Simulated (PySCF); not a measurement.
CH6O3Sn, SMILES [CH3][Sn]([OH])([OH])[OH] (connectivity only; charge and spin as stated), charge +1, multiplicity 2. The structure is a stationary point at B3LYP-D3(BJ)/def2-SVP. The def2 effective core potentials stand for the cores of Sn; spin–orbit coupling is left out. One conformer was computed; it need not be the lowest.

All values below come from B3LYP-D3(BJ)/def2-SVP in PySCF 2.14.0.

Harmonic wavenumbers (cm⁻¹): 85, 85, 103, 127, 133, 133, 261, 270, 270, 296, 532, 532, 600, 651, 651, 833, 858, 858, 1039, 1382, 1382, 3051, 3243, 3243, 3744, 3744, 3752. Rotational constants (GHz): 2.588, 2.588, 2.546; symmetry number 3.

Work out the zero-point energy and the ideal-gas rigid-rotor harmonic-oscillator thermochemistry at 298.15 K and 1 atm.

ZPE = ½ Σ hcν = ½ × 31856 cm⁻¹ = 45.54 kcal/mol. H − E(el) = 52.41 kcal/mol. Entropy in cal/(mol K): translation 41.55, rotation 25.15, vibration 29.01, spin 1.38, total 97.08. G − E(el) = 23.47 kcal/mol. Cp = 33.99 cal/(mol K). Modes under 150 cm⁻¹ make the vibrational entropy uncertain.
